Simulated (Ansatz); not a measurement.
ZnO2H2⁺, that is Zn(OH)2 with one electron fewer. Charge 1, multiplicity 2. Geometry r2SCAN-D4/def2-TZVP; atoms count from 1.

```xyz
5

Zn    0.0000    0.0004   -0.0003
O     0.2915   -0.6311   -1.6285
H    -0.3257   -1.2583   -2.0484
O    -0.2914    0.6310    1.6283
H     0.3255    1.2580    2.0488
```

(1) Estimate the Mulliken populations from the PBE0/def2-TZVP orbitals of Ansatz.

(2) Where does the spin sit?

(3) And the Mayer bond orders between bonded heavy atoms (over 0.3)?

Results:

(1) 
| atom | charge (e) | spin (α − β) | d electrons |
| --- | --- | --- | --- |
| Zn1 | 0.86 | -0.05 | 10.02 |
| O2 | -0.33 | 0.54 | – |
| H3 | 0.40 | -0.01 | – |
| O4 | -0.33 | 0.54 | – |
| H5 | 0.40 | -0.01 | – |
Mulliken values and Mayer orders depend strongly on the basis.

(2) Summed by element: Zn -0.05, O 1.08, H -0.03, of 1 unpaired in all. Largest on single atoms: O2 0.54, O4 0.54, Zn1 -0.05.

(3) Zn1–O2 0.92 (1.77 Å); Zn1–O4 0.92 (1.77 Å). Values over 0.3 also appear between atoms too far apart for a bond (O2–O4 0.40 at 3.54 Å); they arise where an orbital or an unpaired electron spreads over both atoms.
